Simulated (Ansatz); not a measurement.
Program: Ansatz. Geometries: PBE0-D4/def2-TZVP. ΔE: electronic, gas phase. CCSD(T)/CBS is the MP2 limit (def2-TZVPP, def2-QZVPP) plus CCSD(T) − MP2 in def2-TZVPP, frozen cores. This one scheme is used for every species. Functionals use def2-TZVPP. B3LYP here is the variant with VWN-RPA as its local correlation; programs differ in this. HSE06 is defined as in plane-wave codes. For Se outer-core shells are correlated without core-valence functions, which leaves a few kJ/mol of doubt a bond. Scalar relativity is left out up to krypton. One conformer a species, not always the lowest.

Consider the formal exchange of groups at the Se–B bond: `FB(F)[SeH]` + `F[SiH3]` → `F[SiH2][SeH]` + `FBF`.

| level | ΔE (kJ/mol) | difference from CCSD(T)/CBS |
| --- | --- | --- |
| PBE-D4 | -16.6 | 2.8 |
| revPBE-D4 | -15.4 | 4.0 |
| BLYP-D4 | -16.1 | 3.3 |
| r2SCAN-D4 | -15.2 | 4.2 |
| B97M-V | -11.4 | 8.0 |
| PBE0-D4 | -17.8 | 1.6 |
| B3LYP-D4 | -17.3 | 2.1 |
| r2SCANh-D4 | -16.0 | 3.4 |
| r2SCAN0-D4 | -17.2 | 2.2 |
| HSE06-D4 | -17.9 | 1.5 |
| BHLYP-D4 | -19.4 | 0.0 |
| CAM-B3LYP-D4 | -16.2 | 3.2 |
| ωB97X-V | -16.4 | 3.0 |
| ωB97M-V | -18.0 | 1.4 |
| B2PLYP | -16.7 | 2.7 |
| PBE-QIDH | -17.7 | 1.7 |
| PBE | -15.9 | 3.5 |
| revPBE | -16.2 | 3.2 |
| BLYP | -15.1 | 4.3 |
| r2SCAN | -15.0 | 4.4 |
| PBE0 | -17.1 | 2.3 |
| B3LYP | -16.0 | 3.4 |
| r2SCANh | -15.8 | 3.6 |
| r2SCAN0 | -16.9 | 2.5 |
| HSE06 | -17.2 | 2.2 |
| BHLYP | -17.3 | 2.1 |
| LC-ωPBE | -16.7 | 2.7 |
| HF/def2-SVP | -11.6 | 7.8 |
| MP2/def2-SVP | -8.5 | 10.9 |
| CCSD/def2-SVP | -7.2 | 12.2 |
| CCSD(T)/def2-SVP | -6.2 | 13.2 |
| HF/def2-TZVPP | -18.4 | 1.0 |
| MP2/def2-TZVPP | -16.7 | 2.7 |
| SCS-MP2/def2-TZVPP | -15.4 | 4.0 |
| CCSD/def2-TZVPP | -14.8 | 4.6 |
| CCSD(T)/def2-TZVPP | -14.4 | 5.0 |
| HF/def2-QZVPP | -19.2 | 0.2 |
| MP2/def2-QZVPP | -19.8 | -0.4 |
| SCS-MP2/def2-QZVPP | -18.4 | 1.0 |
| HF/CBS(def2) | -19.3 | 0.1 |
| CCSD(T)/CBS | -19.4 | 0 |

Problem. What do rigid-rotor, harmonic-oscillator terms from PBE0-D4/def2-TZVP frequencies (298.15 K, 1 bar) make of the CCSD(T)/CBS value? (An estimate is asked.)

Solution. Ansatz gave: ΔZPE = +2.4 kJ/mol, ΔH = -16.5 kJ/mol, ΔS = 10 J/(mol·K), ΔG = -19.3 kJ/mol.

Largest T1 diagnostic among the species: 0.013.

Leaving LDA and LC-ωPBE aside and taking each functional with its dispersion term where it has one, the values spread over 8.0 kJ/mol, from BHLYP-D4 to B97M-V. At CCSD(T), def2-SVP lies +13.2 kJ/mol from the extrapolated value and def2-TZVPP +5.0 kJ/mol.
